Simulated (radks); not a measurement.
The sulfur anion S-, [Ne] 3s2 3p5, held by a Watson sphere: a shell of charge +1 at radius R that stands for the Madelung well of a crystal (potential energy -1/R inside, -1/r outside, in hartree with lengths in bohr). Method: non-relativistic Kohn-Sham, PBE, spin-polarised, spherical densities, point nucleus; open shells are filled with parallel spins first; computed with a radial shooting solver on a logarithmic mesh with Libxc functionals. Response by self-consistent Sternheimer equations with the Hartree and adiabatic LDA kernel. The sphere does not respond.

| R (bohr) | e(3s down) (eV) | e(3p up) (eV) | e(3p down) (eV) | <r> 3p (bohr) | sum of <r^2> (bohr^2) | X-ray form factor at sin(theta)/lambda = 0.3 1/angstrom | alpha (bohr^3) |
|---|---|---|---|---|---|---|---|
| 2.42 | -16.605 | -7.595 | -6.851 | 2.149 | 36.29 | 8.996 | 25.95 |
| 2.46 | -16.540 | -7.543 | -6.800 | 2.155 | 36.46 | 8.995 | 26.31 |
| 2.56 | -16.379 | -7.410 | -6.673 | 2.169 | 36.87 | 8.993 | 27.23 |
| 3.12 | -15.544 | -6.669 | -5.953 | 2.237 | 38.91 | 8.995 | 32.85 |
| 3.98 | -14.480 | -5.641 | -4.941 | 2.312 | 41.23 | 9.003 | 42.18 |
| 4.31 | -14.135 | -5.297 | -4.601 | 2.334 | 41.91 | 9.005 | 45.77 |
| 4.35 | -14.095 | -5.258 | -4.561 | 2.336 | 41.98 | 9.005 | 46.20 |
| 4.49 | -13.960 | -5.122 | -4.427 | 2.344 | 42.23 | 9.006 | 47.71 |
